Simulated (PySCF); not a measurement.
# How methods differ on the ionisation energy of P²⁺

P²⁺ [Ne] 3s2 3p1 (2P) → P³⁺ [Ne] 3s2 (1S), as a difference of total energies. All numbers are calculated (PySCF 2.14, no relativity, point nucleus, in cc-pV(D+d)Z (4s3p2d, 23 functions)). Correlated levels: valence: [Ne] frozen. The calculations carry no spin-orbit coupling.

```tsv
method	ionisation energy (eV)
UHF	29.562
PBE	30.263
MN15	30.122
MP2 (valence)	29.743
SCS-MP2 (valence)	29.724
CCSD (valence)	29.865
CCSD(T) (valence)	29.883
```

Task: How much does correlation contribute at CCSD(T) (valence)?

Result: 29.883 − (29.562) = 0.321 eV, measured against UHF.

The reference lies between the lowest fine-structure levels, while these numbers refer to the centres of the terms.

Errors of the correlated levels include the incompleteness of this basis and the frozen core.

For comparison: 30.203 eV (measured; NIST Atomic Spectra Database, ionization energies).
